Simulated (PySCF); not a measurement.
**Neon: a sound run and one with changed settings**

Sound run: Ne²⁺ [He] 2s2 2p4, Ne³⁺ [He] 2s2 2p3. All numbers are calculated (PySCF 2.14, the non-relativistic Hamiltonian (point nucleus), in pcseg-2 (4s3p2d1f, 30 functions)). In the sound run the correlated levels freeze 1s2. The sound run starts from symmetry-adapted Hartree-Fock orbitals and uses a fine grid where one is needed.

A second run was set up differently.

| species | method | sound run (hartree) | changed run (hartree) | converged |
| --- | --- | --- | --- | --- |
| Ne²⁺ | UHF | -126.36567 | -126.36567 | yes |
| Ne²⁺ | M06-2X | -126.63066 | -126.63066 | yes |
| Ne²⁺ | LDA | -125.88277 | -125.88277 | yes |
| Ne²⁺ | MP2 | -126.49274 | -126.49001 | yes |
| Ne²⁺ | CCSD(T) | -126.50846 | -126.50846 | yes |
| Ne³⁺ | UHF | -124.09000 | -124.09000 | yes |
| Ne³⁺ | M06-2X | -124.29764 | -124.29764 | yes |
| Ne³⁺ | LDA | -123.54154 | -123.54154 | yes |
| Ne³⁺ | MP2 | -124.17794 | -124.17606 | yes |
| Ne³⁺ | CCSD(T) | -124.19197 | -124.19197 | yes |

Ionisation energy of Ne²⁺:

```tsv
method	sound run (eV)	changed run (eV)
UHF	61.924	61.924
M06-2X	63.485	63.485
LDA	63.708	63.708
MP2	62.989	62.966
SCS-MP2	63.057	63.034
CCSD	63.021	63.021
CCSD(T)	63.035	63.035
```

**Question.** What was changed?
A. minimal basis
B. level shift left on
C. basis contracted for another Hamiltonian
D. too few SCF iterations

**Answer.** B. It used initial guess 1e, at most 50 SCF cycles, level shift 0.1 hartree. A level shift leaves the converged SCF energy unchanged but raises the virtual orbital energies, which shrinks MP2 if it is not removed.
